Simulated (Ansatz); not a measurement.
Total energies of In9P10H28⁺, a nanocrystal cut from zinc blende InP (hydrogen-capped) from Ansatz at PBE0-D4/def2-SVP, gas phase (1 Eh = 27.2114 eV = 2625.5 kJ/mol). The reference geometry is relaxed at PBE-D4/def2-SVP.

Cartesian coordinates in Å:
```
P 0.3340 -3.9527 -1.6973
P 3.3444 -1.0331 -2.5207
P -3.2799 -2.7912 -0.2554
P -0.3702 0.0961 -1.0037
P -4.0752 1.3498 0.4375
P -1.2587 -0.7210 2.8767
P -1.2160 4.1257 -0.3459
P 2.1873 -1.8299 1.5022
P 1.4691 1.9239 2.1238
P 2.5860 2.9038 -1.8717
In -2.1496 -4.9459 -1.4047
In 1.4386 -1.7387 -0.8985
In 4.3477 1.3678 -3.2046
In 0.1469 -2.9611 2.7540
In -2.2948 -0.5387 0.5907
In 0.6588 2.3283 -0.2242
In -3.8694 4.0093 0.0846
In -0.7643 1.7938 3.5394
In 3.6009 0.3892 1.7940
H 1.2442 -4.9360 -1.1912
H 0.6962 -4.0671 -3.0785
H 3.0902 -1.7649 -3.7257
H 4.4394 -1.8301 -2.0546
H -4.4224 -2.4216 -1.0364
H -3.9929 -3.2530 0.8977
H -0.8626 0.2246 -2.3421
H -5.0558 0.8556 -0.4822
H -4.8317 1.1411 1.6355
H -2.4533 -1.0680 3.5949
H -0.9976 4.7987 -1.5914
H -0.6966 5.1528 0.5064
H 3.1612 -2.8754 1.3530
H 1.9906 3.2398 2.3687
H 2.0089 3.8270 -2.8027
H 3.3440 3.8582 -1.1193
H -2.7783 -4.9045 -3.0123
H -2.0051 -6.0848 -0.1244
H 3.8501 1.5428 -4.8490
H 5.8018 1.4981 -2.2957
H -0.6528 -3.8349 1.4535
H 0.6064 -3.4856 4.3307
H -4.0758 4.6671 1.6601
H -4.5298 4.2444 -1.4936
H -1.8995 2.6779 2.5267
H -0.4347 1.9349 5.2258
H 4.0703 0.7535 0.1379
H 4.5500 0.3343 3.2324
```

| state | geometry | energy (Eh) |
| --- | --- | --- |
| charge 1 singlet | reference | -5139.35775 |
| charge 2 doublet | reference | -5138.97223 |
| charge 2 doublet | relaxed at PBE-D4/def2-SVP | -5138.99561 |
| charge 0 doublet | reference | -5139.48617 |

In the def2 sets In takes a core potential; there is no spin–orbit coupling. Single mean-field runs in def2-SVP are fitted with def2-universal-jkfit.

Question: Work out the vertical ionisation energy to the doublet.

Answer: E(charge 2 doublet) − E(charge 1 singlet) = -5138.97223 − (-5139.35775) = 0.38552 Eh = 10.49 eV. For comparison, −ε of the highest occupied level is 9.42 eV at this level, 1.07 eV less.

Question: Work out the vertical electron affinity, to the doublet.

Answer: E(charge 1 singlet) − E(charge 0 doublet) = -5139.35775 − (-5139.48617) = 0.12842 Eh = 3.49 eV.

Question: Give the fundamental gap IE − EA, the Mulliken electronegativity (IE + EA)/2 and the hardness (IE − EA)/2.

Answer: From the values in Eh: IE − EA = 0.38552 − 0.12842 = 0.25710 Eh = 7.00 eV; (IE + EA)/2 = 6.99 eV; (IE − EA)/2 = 3.50 eV. The HOMO–LUMO gap of the same run is 5.07 eV, 1.93 eV smaller than the fundamental gap.

Question: How much does the charge 2 doublet relax, and what is the adiabatic ionisation energy?

Answer: Relaxation: -5138.97223 − (-5138.99561) = 0.02338 Eh = 0.64 eV. Adiabatic ionisation energy: 0.36214 Eh = 9.85 eV, without zero-point energy.
